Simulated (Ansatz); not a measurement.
Si4B⁻. The state is a singlet with charge -1. Geometry PBE0-D4/def2-SVPD.

```xyz
5

B    -0.001   -0.001    0.006
Si   -2.449   -3.026   -0.832
Si    2.451    3.027    0.822
Si   -1.145   -1.413   -0.383
Si    1.144    1.412    0.389
```

The restricted singlet is unstable towards broken spin symmetry at other levels; at PBE-D4/def2-TZVPD, BLYP-D4/def2-TZVPD, r2SCAN-D4/def2-TZVPD, PBE0-D4/def2-TZVPD and others this wasn't settled. Another isomer (singlet) lies 3.65 eV lower at PBE0-D4/def2-TZVPD; other spin states weren't run for this one.

Q: Estimate the orbital energies around the gap (eV) in Ansatz with PBE-D4/def2-TZVPD, BLYP-D4/def2-TZVPD, r2SCAN-D4/def2-TZVPD, PBE0-D4/def2-TZVPD, BHLYP-D4/def2-TZVPD.

A: 
```tsv
orbital	PBE-D4/def2-TZVPD	BLYP-D4/def2-TZVPD	r2SCAN-D4/def2-TZVPD	PBE0-D4/def2-TZVPD	BHLYP-D4/def2-TZVPD
HOMO−5	-3.04	-2.86	-3.26	-4.10	-5.01
HOMO−4	-2.33	-2.16	-2.54	-3.36	-4.27
HOMO−3	-2.05	-1.80	-2.28	-2.91	-3.49
HOMO−2	-2.05	-1.80	-2.28	-2.91	-3.49
HOMO−1	-1.27	-1.02	-1.44	-1.88	-2.25
HOMO	-1.27	-1.02	-1.44	-1.88	-2.25
LUMO	-0.21	0.03	-0.26	0.20	0.88
LUMO+1	-0.21	0.03	-0.26	0.20	0.88
LUMO+2	1.68	1.88	1.79	2.36	3.03
LUMO+3	1.68	1.88	1.79	2.36	3.19
LUMO+4	2.07	2.16	2.40	2.60	3.19
LUMO+5	2.63	2.66	3.18	3.08	3.43
```
